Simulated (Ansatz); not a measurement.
Cost and result for the atomization energy of `C/N=C/[SeH]` (9 atoms, 8 bonds).

Z-matrix (Å, degrees):
```
C
N 1 1.440
H 1 1.099 2 113.6
H 1 1.093 2 109.2 3 121.7
H 1 1.093 2 109.2 3 -121.7
C 2 1.252 1 118.2 3 0.1
Se 6 1.901 2 120.1 1 180.0
H 6 1.098 2 124.7 1 -0.0
H 7 1.468 6 94.0 2 -179.9
```

The species carries charge 0 and has multiplicity 1. Correlated methods include outer-core shells of Se, which these sets cover unevenly. Scalar relativity is left out up to krypton. The geometry is a stationary point of PBE0-D4/def2-TZVP. It is one conformer, not always the lowest. Program: Ansatz. All runs use 4 threads of an Arm Neoverse V2 on a shared host. Times are those of one run each, without the atoms' runs, and a repeat can differ threefold. Electronic energies, without spin–orbit coupling; frozen cores. CCSD(T)/CBS adds CCSD(T) − MP2 in def2-TZVPP to the MP2 limit, and its time is that of the two runs behind it. T1 = 0.011. With those shells the extrapolation isn't a true limit. B3LYP takes the VWN-RPA correlation (the form of Gaussian; ORCA's B3LYP/G).

CCSD(T)/CBS is a level of theory with its own doubt, some kJ/mol a heavy atom from the limit and from the frozen cores, so smaller differences don't rank the functionals.

| level | functions | wall time |
| --- | --- | --- |
| PBE-D4/def2-TZVPP (with forces) | 211 | 1.8 s |
| PBE0-D4/def2-TZVPP | 211 | 2.1 s |
| B3LYP-D4/def2-TZVPP (with forces) | 211 | 3.2 s |
| r2SCAN-D4/def2-TZVPP (with forces) | 211 | 3.7 s |
| B2PLYP/def2-TZVPP | 211 | 3.9 s |
| ωB97X-V/def2-TZVPP | 211 | 5.5 s |
| ωB97M-V/def2-TZVPP (with forces) | 211 | 8 s |
| MP2/def2-QZVPP | 410 | 17 s |
| CCSD(T)/def2-TZVPP | 211 | 90 s |
| CCSD(T)/CBS(def2) | – | 110 s |

Q: What atomization energy does each give, and how far from CCSD(T)/CBS? (Estimate.)

A: Ansatz gave: 
```
                             level  atomization (kcal/mol)  difference from CCSD(T)/CBS  per bond
   PBE-D4/def2-TZVPP (with forces)                   801.6                         27.3       3.4
                PBE0-D4/def2-TZVPP                   780.4                          6.1       0.8
 B3LYP-D4/def2-TZVPP (with forces)                   778.8                          4.5       0.6
r2SCAN-D4/def2-TZVPP (with forces)                   776.5                          2.2       0.3
                 B2PLYP/def2-TZVPP                   768.1                         -6.2      -0.8
                ωB97X-V/def2-TZVPP                   776.9                          2.6       0.3
  ωB97M-V/def2-TZVPP (with forces)                   775.4                          1.1       0.1
                    MP2/def2-QZVPP                   776.1                          1.8       0.2
                CCSD(T)/def2-TZVPP                   752.4                        -21.9      -2.7
                 CCSD(T)/CBS(def2)                   774.3                          0.0       0.0
```

From PBE to PBE0 (25 % exact exchange), in def2-TZVPP and without D4, the atomization energy moves by −20.6 kcal/mol: exact exchange takes away binding that semilocal exchange gives to molecules. In def2-TZVPP, CCSD(T) changes the Hartree–Fock value by +222.4 kcal/mol (the triples alone add +14.9 kcal/mol) and MP2 by +233.2 kcal/mol; breaking electron pairs costs correlation energy, which Hartree–Fock lacks. The D4 term adds +6.2 kcal/mol with B3LYP and +3.2 kcal/mol with PBE0; it sums over pairs of atoms, weighted by their polarisabilities, and B3LYP, whose exchange is more repulsive, gets the larger term.
